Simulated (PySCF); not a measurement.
# Which determinant of InN⁺ lies lowest?

Unrestricted PBE0; In cc-pVDZ-PP with ECP28, N cc-pVDZ; scalar-relativistic core potentials (PySCF 2.14). Outer shells of the fragments: In+ 4d10 5s2; N 2s2 2p3.

Followed along the bond (rough minima from three points):

```
2Ms+1   unpaired  ⟨S²⟩ at the start  R at minimum (Å)  Te (eV)
    4  σ ↑, π ↑↑               3.76              2.88     0.00
    2  σ ↓, π ↑↑               1.77              2.49     1.08
    2  σ ↑, π ↑↓               1.77              2.72     1.17
```

Solutions found at the starting distance of 2.145 Å, counted from the lowest of them; the search is not exhaustive and high or unbound solutions are not listed, so other states can lie among these:

| 2Ms+1 | unpaired | term | E (eV) | ⟨S²⟩ | ⟨Lz²⟩ | μ (D) |
| --- | --- | --- | --- | --- | --- | --- |
| 4 | σ ↑, π ↑↑ | ⁴Σ⁻ | 0.00 | 3.76 | 0.00 | -0.12 |
| 2 | σ ↓, π ↑↑ | mixed | 0.76 | 1.77 | 0.00 | -0.74 |
| 2 | σ ↑, π ↑↓ | mixed | 0.99 | 1.77 | 2.01 | -0.45 |
| 2 | π ↑ | ²Π | 2.05 | 0.84 | 1.01 | -2.65 |
| 2 | σ ↑ | mixed | 2.78 | 0.76 | 2.00 | -0.51 |
| 2 | π ↑ | ²Π | 3.47 | 0.75 | 1.00 | 2.49 |

A term symbol is given only where ⟨S²⟩ and ⟨Lz²⟩ are close to those of a pure state; real π, δ and φ orbitals otherwise mix terms. A positive dipole points towards N; it is taken about the centre of mass and depends on that origin.

Question: Compare the gap between the two lowest followed solutions at the starting distance with the gap between their minima.

Answer: At PBE0 the second solution (Ms = 0.5 of mixed spin, unpaired electrons σ ↓, π ↑↑) lies +0.76 eV from the first (quartet, unpaired electrons σ ↑, π ↑↑) at 2.145 Å and +1.08 eV at the minima; the two curves relax by different amounts, since their minima lie near 2.49 and 2.88 Å.

Spin–orbit coupling is left out. Counting both spins, an empty level lies below a filled one in some of these solutions, because spin and occupation are held.
